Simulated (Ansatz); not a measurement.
aminoborane (SMILES BN) moved off its minimum; all values from Ansatz (an electronic-structure program), cores frozen in correlated methods.
(charge 0, multiplicity 1)
```xyz
6

B     -0.74864     0.06618     0.03011
N      0.62013    -0.03817     0.05304
H     -1.36144    -0.91780     0.01564
H     -1.30354     1.17116    -0.02699
H      1.21396     0.68292     0.03866
H      1.15341    -0.92400     0.04579
```

Problem. Give the forces (eV/Å), the total energy and the dipole at CCSD(T)/aug-cc-pVTZ.

Solution. 
| atom | Fx | Fy | Fz |
|---|---|---|---|
| B1 | -0.987 | 1.205 | -0.235 |
| N2 | -0.550 | -3.975 | 0.044 |
| H3 | -0.585 | -0.732 | 0.050 |
| H4 | 0.546 | -0.734 | 0.131 |
| H5 | 2.495 | 3.498 | -0.049 |
| H6 | -0.919 | 0.738 | 0.058 |
Energy -81.8869 hartree, dipole 1.97 D.
